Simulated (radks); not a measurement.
The numbers below are computed, except where a source is named.
Q: Fe+, 25 electrons, occupied as [Ar] 3d6 4s1. Level of theory: scalar-relativistic Kohn-Sham, PBE, spin-polarised, spherical densities, finite nucleus; open shells are filled with parallel spins first; Fermi nuclear charge, rms radius 3.7377 fm (a radial shooting solver on a logarithmic mesh with Libxc functionals). Some entries of the table are withheld. Estimate them.

| orbital | occ. | eigenvalue (hartree) | <r> (bohr) |
|---|---|---|---|
| 1s up | 1 | -257.4938 | 0.05846 |
| 1s down | 1 | -257.4927 | 0.05846 |
| 2s up | 1 | -30.43971 | 0.2671 |
| 2s down | 1 | -30.37073 | 0.2667 |
| 2p up | 3 | -25.97574 | 0.2357 |
| 2p down | 3 | -25.92324 | 0.2353 |
| 3s up | 1 | -3.82242 | (1) |
| 3s down | 1 | -3.66174 | (2) |
| 3p up | 3 | -2.57382 | 0.8570 |
| 3p down | 3 | -2.41533 | 0.8608 |
| 3d up | 5 | (3) | 1.097 |
| 3d down | 1 | (4) | 1.146 |
| 4s up | 1 | (5) | 2.656 |
| 4s down | 0 | (6) | 2.760 |

A: 
(1) 3s up <r> (bohr): 0.8104
(2) 3s down <r> (bohr): 0.8125
(3) 3d up eigenvalue (hartree): -0.63799
(4) 3d down eigenvalue (hartree): -0.48870
(5) 4s up eigenvalue (hartree): -0.48030
(6) 4s down eigenvalue (hartree): -0.39868
